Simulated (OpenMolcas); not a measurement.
# Lines of Xe²⁺: computed and rescaled rates

* Program: OpenMolcas 26.06
* Method: SS-CASPT2, IPEA 0.25 Eh, imaginary shift 0.1 Eh (closed shells correlated: 4d 5s)
* Basis: ANO-RCC-VTZP [7s6p4d2f1g]
* Scalar Hamiltonian: DKH2, point nucleus
* Active space: 4 electrons in 3 orbitals (5p)
* State averaging: 2S+1 = 3 even, 3 roots; 2S+1 = 1 even, 6 roots
* Spin-orbit coupling: state interaction with AMFI integrals over the reference wave functions, term energies averaged over their components

Rates come from the transition moments of the reference wave functions (E1 and E2 in the length form). At fixed line strength A goes as λ^-3 for E1 and M1 and as λ^-5 for E2, so a rate at the computed wavelength can be rescaled to the measured one. Measured vacuum wavelengths follow from level energies in Saloman, J. Phys. Chem. Ref. Data 33, 765 (2004). Branching counts decays inside the model space alone, at computed energies, and the table is only a selection of the E2 and M1 lines, drawn from those between levels with measured partners whose computed energy lies within a factor of 1.5 of the measured one.

| Upper | Lower | Type | λ computed (nm) | λ measured (nm) | A computed (s-1) | A rescaled (s-1) | Branching % |
| --- | --- | --- | --- | --- | --- | --- | --- |
| 5s2 5p4 3P0 | 5s2 5p4 3P2 | E2 | 1267 | 1230 | 4.34e-02 | 5.03e-02 | 100.0 |
| 5s2 5p4 1D2 | 5s2 5p4 3P1 | M1 | 1257 | 1369 | 6.80e-01 |  | 3.8 |
| 5s2 5p4 3P1 | 5s2 5p4 3P2 | M1 | 1150 | 1021 | 1.34e+01 | 1.91e+01 | 99.7 |
| 5s2 5p4 1D2 | 5s2 5p4 3P2 | M1 | 600.6 | 584.8 | 1.68e+01 |  | 93.9 |
| 5s2 5p4 1D2 | 5s2 5p4 3P2 | E2 | 600.6 | 584.8 | 4.11e-01 |  | 2.3 |
| 5s2 5p4 1S0 | 5s2 5p4 1D2 | E2 | 537.7 | 526.2 | 8.85e+00 | 9.86e+00 | 5.2 |
| 5s2 5p4 1S0 | 5s2 5p4 3P1 | M1 | 376.6 | 380.1 | 1.60e+02 |  | 93.3 |
| 5s2 5p4 1S0 | 5s2 5p4 3P2 | E2 | 283.7 | 277 | 2.65e+00 |  | 1.5 |

Spin-changing lines and M1 lines between different terms are not rescaled, since their strength hangs on the term gaps too.

The largest correction is for 5s2 5p4 3P1 → 5s2 5p4 3P2 (M1): 1.34e+01 × (1150 / 1021)^3 = 1.91e+01 s-1, a factor of 1.43.

The computed rate and branching of 5s2 5p4 3P0 → 5s2 5p4 3P2 give the upper level a radiative lifetime of 1.000 / 4.34e-02 s-1 = 2.30e+01 s, counting decays inside the model space alone. The rescaled rate gives about 2.0e+01 s.

No measured rate stands beside these. Rescaling mends the energy factor alone: line strengths can still be far off where a level mixes with configurations outside the active space, and weak or spin-changing lines hang on small mixing coefficients that depend on the term gaps too, so rescaling need not improve them.

CASPT2 does not keep the components of a term degenerate, so their means are used; among the terms shown or strongly mixed into the levels shown the widest spread is 160 cm-1 (5s2 5p4 1D). With the s shell closed, the reference lacks s² → p² mixing. Measured partners are found by configuration, term and J. A level has none where our copy of the source lacks it or the pairing is in doubt (some pairs that miss far off the trend of their configuration count as doubtful). Levels of configurations outside the active space are missing.
